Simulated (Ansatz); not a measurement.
Molecule: CBr2, net charge -1, doublet state. SMILES of the parent species: Br[C]Br
Structure (B3LYP-D3(BJ)/def2-TZVP (Ansatz, an electronic-structure program) minimum search):
```xyz
3

C      0.1439    -0.0798     1.1441
Br     0.9012     1.3928    -0.1163
Br    -0.9259    -1.3792    -0.0798
```
Charge -1, spin multiplicity 2.

Parts of the frozen-core correlation energy in aug-cc-pVDZ (Ansatz, hartree). Frozen orbitals: 29; correlated occupied orbitals by spin: 10 and 9; virtual: 56 and 57. UHF or UKS for open shells. Spin-orbit coupling is left out. Non-relativistic.

| term | value |
|---|---|
| reference (HF) | -5182.60372 |
| MP2 opposite-spin | -0.26516 |
| MP2 same-spin | ___ |
| CCSD correlation | ___ |
| (T) | ___ |
| T1 diagnostic | 0.021 |
| largest doubles amplitude | 0.049 |
| <S^2> of the reference | 0.770 |

Q: Complete the blanks.

A: 
- MP2 same-spin, value: -0.09982
- CCSD correlation, value: -0.39747
- (T), value: -0.01669
